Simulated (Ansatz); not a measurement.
Relaxation of (CuI)2 ring (Cu₂I₂) with RKS PBE0-D4/def2-SVP.

```sh
$ ansatz run in.yaml --threads 4 --pin off --events-out ev --progress --plain --max-ram 3916MiB
```

```yaml
crystal:
  periodic: [false, false, false]
  atoms:
    - {symbol: Cu, position_ang: [0.808710, -0.543940, -0.899110]}
    - {symbol: I, position_ang: [-1.701160, -0.635530, -1.144110]}
    - {symbol: Cu, position_ang: [-0.808210, 0.544540, 0.898860]}
    - {symbol: I, position_ang: [1.700660, 0.634930, 1.144360]}
basis:
  gaussian: {orbitals: def2-SVP}
hamiltonian: {xc: pbe0, dispersion: d4}
scf: {lower_state_search: "off"}
output: {orbitals: {seedname: orbitals}}
relax: {f_tol: 0.02, max_steps: 100}
```

Hardware: 4 threads of Arm Neoverse V2 on a shared host. Wall time 12 s.

Positions (Å) and forces (eV/Å) at steps 1, 2, 3, 4 of 4:

```xyz
4
step=1 energy=-105462.5186 eV
Cu    0.809   -0.544   -0.899   -0.321    0.211    0.349
I    -1.701   -0.636   -1.144   -0.297   -0.112   -0.202
Cu   -0.808    0.545    0.899    0.315   -0.213   -0.352
I     1.701    0.635    1.144    0.303    0.114    0.204
4
step=2 energy=-105462.6377 eV
Cu    0.747   -0.503   -0.831   -0.211    0.141    0.233
I    -1.781   -0.665   -1.198    0.102    0.038    0.068
Cu   -0.747    0.503    0.830    0.210   -0.142   -0.234
I     1.781    0.665    1.198   -0.101   -0.037   -0.068
4
step=3 energy=-105462.6504 eV
Cu    0.725   -0.488   -0.807    0.005   -0.004   -0.006
I    -1.777   -0.664   -1.196   -0.056   -0.021   -0.038
Cu   -0.725    0.488    0.806   -0.005    0.004    0.006
I     1.777    0.664    1.196    0.056    0.021    0.038
4
step=4 energy=-105462.6510 eV
Cu    0.723   -0.487   -0.805    0.001   -0.001   -0.001
I    -1.784   -0.666   -1.200   -0.001    0.000   -0.001
Cu   -0.723    0.487    0.805   -0.001    0.001    0.001
I     1.784    0.666    1.200    0.001    0.000    0.001
```

In the def2 sets I takes a core potential; there is no spin–orbit coupling. The relaxation made no stability test and no search for a lower SCF solution.
